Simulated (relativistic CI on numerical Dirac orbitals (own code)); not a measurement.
## Hyperfine structure of Nb XII, mass number 93

Method of calculation: Dirac-Coulomb-Breit CI, orbitals from a KLI potential per configuration, model QED (radiative potential, 1s self-energy scaled to tabulated hydrogen-like ionisation energies), unscaled Slater integrals (own radial code, finite nucleus).

CI space (outside the closed core [Ar] 3d10): 4s², 4s4p, 4p², 4s4d, 4d², 4s4f, 4p4d, 4f², 4p5s, 4p4f, 4s5s, 4s5p, 4d5s, 4d4f, 4s5d, 4s6s. Levels of other configurations are missing.

Nuclear spin I = 9/2, μ = 6.163 μN, Q = -0.32 b (tables of Stone and Pyykkö). The electronic factors are computed for point nuclear moments, without core polarisation or the Bohr-Weisskopf and QED corrections.

```json
{"Level": "4s4p ³P°1", "E (cm⁻¹)": "189511", "A (MHz)": "49760", "B (MHz)": "1170"}
{"Level": "4s4p ³P°2", "E (cm⁻¹)": "208034", "A (MHz)": "31370", "B (MHz)": "-2310"}
{"Level": "4s4p ¹P°1", "E (cm⁻¹)": "275495", "A (MHz)": "-1102", "B (MHz)": "-2230"}
{"Level": "4p² ³P1", "E (cm⁻¹)": "446914", "A (MHz)": "-1077", "B (MHz)": "-1150"}
{"Level": "4p² ¹D2", "E (cm⁻¹)": "447649", "A (MHz)": "10730", "B (MHz)": "-2020"}
{"Level": "4p² ³P2", "E (cm⁻¹)": "471367", "A (MHz)": "4981", "B (MHz)": "236"}
{"Level": "4s4d ³D1", "E (cm⁻¹)": "578229", "A (MHz)": "-24980", "B (MHz)": "-150"}
{"Level": "4s4d ³D2", "E (cm⁻¹)": "579725", "A (MHz)": "11900", "B (MHz)": "-215"}
```

Levels with J = 0, under 50 % of one LS term, or S terms without an open s electron are left out. Small factors come from cancelling terms and can be off by tens of per cent or more.

At this charge energies of transitions that change n are usually good to better than 1 %, and those within a shell (Δn = 0) to a few per cent.

**Question.** Give the hyperfine levels of 4s4p ³P°1 relative to its centre of gravity.

**Answer.** With K = F(F + 1) − I(I + 1) − J(J + 1), E = AK/2 + B[¾K(K + 1) − I(I + 1)J(J + 1)]/[2I(2I − 1)J(2J − 1)]: F = 7/2: -273100, F = 9/2: -50540, F = 11/2: 224200 MHz.

LS names give the leading component of a level, which can be under half, so a name can repeat, a term be missing and a line seem to break the LS rules.
